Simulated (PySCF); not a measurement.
## Frontier orbitals and the lowest excitations

Compound: C4H8F2SSi.
Z-matrix (Å and degrees, GFN2-xTB geometry), rows numbered from 1:
```
C 
S   1  1.8164
Si  2  2.1388  1   98.94
C   3  1.8808  2  104.97  1   177.77
C   4  1.4957  3  122.21  2     5.41
C   4  1.3163  3  116.28  2  -174.81
F   6  1.3368  4  124.32  3    -0.10
F   6  1.3333  4  126.94  3   179.93
H   1  1.0848  2  109.60  3   -58.18
H   1  1.0845  2  106.97  3  -177.46
H   1  1.0850  2  109.66  3    63.22
H   3  1.4628  2  109.10  1   -62.60
H   3  1.4617  2  108.52  1    58.12
H   5  1.0887  4  109.67  3    62.71
H   5  1.0883  4  109.77  3   -54.94
H   5  1.0875  4  111.51  3  -176.32
```

Method used: PySCF 2.14.0, density-fitted response routines, TDDFT CAM-B3LYP/def2-SVPD, vertical, gas phase, core orbitals frozen in the response.

Frontier orbitals with the atoms that hold most of them (Löwdin shares over 4%, at most four atoms; ? is withheld):

```tsv
orbital	ε (eV)	atoms
LUMO+2	1.09	C6 28%, C4 24%, Si3 14%, F8 7%
LUMO+1	0.97	Si3 24%, S2 15%, C6 12%, C5 10%
LUMO	0.83	S2 36%, Si3 14%, C1 11%, C6 6%
HOMO	?	?
HOMO-1	-8.94	?
HOMO-2	-10.02	S2 60%, Si3 15%, C1 11%
HOMO-3	-11.07	C4 30%, Si3 21%, C5 12%, H16 7%
```

Question: Give the leading atoms of the HOMO-1.

Answer: C4 (bonded to 2 C and Si) 33%; C6 (bonded to C and 2 F) 26%; F7 (bonded to C) 10%; F8 (bonded to C) 9%. By element: carbon 59% or more, fluorine 19%.

Question: Give the leading atoms of the HOMO.

Answer: S2 (bonded to C and Si) 68%; C1 (bonded to S and 3 H) 10%; Si3 (bonded to C, S and 2 H) 10%.

Question: What is the HOMO energy, and the HOMO–LUMO gap?

Answer: ε(HOMO) = -8.27 eV; the gap is 9.09 eV (0.3342 hartree).

Question: The HOMO–LUMO gap is 9.09 eV. Where does the response calculation put the lowest singlet, and from which orbitals?

Answer: S1 is at 5.63 eV (f = 0.0047), 3.46 eV below the gap, made of HOMO→LUMO (82%). 

Next come S2 at 6.22 eV (f 0.014), HOMO→LUMO+1 (66%), HOMO→LUMO+3 (13%), HOMO→LUMO+4 (12%); S3 at 6.66 eV (f 0.0067), HOMO→LUMO+2 (93%); S4 at 6.73 eV (f 0.0008), HOMO→LUMO+3 (34%), HOMO-1→LUMO+1 (23%), HOMO-1→LUMO (20%); S5 at 6.83 eV (f 0.0028), HOMO→LUMO+3 (36%), HOMO-1→LUMO+1 (30%), HOMO-1→LUMO (15%).

Löwdin shares depend on the basis, the more so with diffuse functions.

One conformer stands for the species.
